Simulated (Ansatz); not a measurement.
System: 2H-oxasiline, C₄H₆OSi, charge 0, multiplicity 1. SMILES: C1=CO[SiH2]C=C1
Coordinates optimised at B3LYP-D3(BJ)/def2-TZVP (Ansatz, a quantum-chemistry and plane-wave program):
```
C
C 1 1.3496
H 2 1.0842 1 118.50
H 1 1.0865 2 119.29 3 0.00
C 1 1.4499 4 115.75 2 -180.00
C 5 1.3430 1 123.40 4 180.00
O 6 1.3465 5 124.76 1 0.00
H 5 1.0807 6 117.63 7 180.00
H 6 1.0832 5 122.50 8 0.00
Si 7 1.6824 6 124.93 9 180.00
H 10 1.4826 7 108.07 6 122.07
H 10 1.4826 11 107.33 7 -116.33
```
Charge 0, spin multiplicity 1.

Computed values are from Ansatz. Cores are frozen in the correlated levels unless marked. UHF or UKS for open shells. Spin-orbit coupling is left out. No relativistic terms. CBS(X,Y): correlation extrapolated as X^-3; Hartree-Fock from the larger set.

```yaml
atomisation energy De: 5142.9 kJ/mol at CCSD(T)/CBS(cc-pV(T+d)Z,cc-pV(Q+d)Z)
total_energy: -520.0599 Eh at CCSD(T)/CBS(cc-pV(T+d)Z,cc-pV(Q+d)Z)
dipole_moment: 1.05 D at CCSD(T)/aug-cc-pV(D+d)Z
T1 diagnostic: 0.014 at CCSD/cc-pV(Q+d)Z
```

The Hartree-Fock reference is unstable (checked in the largest basis), which strains HF and MP2.
